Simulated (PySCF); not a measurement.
Ionising RbSi

TPSS; Rb def2-SVPD with ECP28, Si def2-SVPD; scalar-relativistic core potentials (PySCF 2.14). Neutral (UKS): quartet (σ ↑, π ↑↑), Re = 3.235 Å, ωe = 169 cm⁻¹, De = 1.69 eV, HOMO -2.95 eV, LUMO -1.96 eV.

RbSi⁺ (UKS): triplet (σ ↑, π ↑), Re = 3.892 Å, ωe = 75.9 cm⁻¹, De = 0.29 eV to Rb⁺ + Si. The energies at the minima are -313.43599 hartree for RbSi and -313.23491 for RbSi⁺.

(1) Work out the adiabatic ionisation energy, without and with harmonic zero-point energies (1 hartree = 27.2114 eV, 1 eV = 8065.5 cm⁻¹), and the change of the bond length.

Weak bonds: RbSi⁺. Basis-set superposition, not corrected here, can be much of De in a small basis, most of all at correlated wavefunction levels. Spin–orbit coupling is left out. For an ion De counts to the pair picked by the measured ionisation energies or electron affinities, which need not be the lowest pair at this level. States were picked by a PBE0 search and need not be the measured ground states.

Answers

(1) At TPSS: 0.20108 hartree = 5.472 eV between the minima; the zero-point term (75.9 − 169.0)/2 cm⁻¹ = -0.006 eV makes it 5.466 eV. Re changes by +65.7 pm against the neutral. The electron leaves a π orbital, and the ion is left as a loose complex of an ion and an atom.
